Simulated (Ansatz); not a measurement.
spiro-OMeTAD half (C53H42N2O4). Total charge 0; singlet. Geometry PBE-D4/def2-SVP, basis def2-SVP, Ansatz.

| run | HOMO (eV) | LUMO (eV) |
| --- | --- | --- |
| A | -5.34 | 0.02 |
| B | -3.98 | -1.64 |
| C | -4.67 | -0.96 |
| D | -3.81 | -1.70 |

Single mean-field runs in def2-SVP are fitted with def2-universal-jkfit.

Q: The runs used BHLYP, PBE, PBE0, r2SCAN. Estimate which is which.

A: A BHLYP (50 % exact exchange); B r2SCAN (0 % exact exchange); C PBE0 (25 % exact exchange); D PBE (0 % exact exchange). Exact exchange lowers occupied and raises empty levels; among semilocal functionals meta-GGAs tend to open the gap a little, and such runs are hard to tell apart. The gap grows from 2.11 eV (PBE) to 5.36 eV (BHLYP).
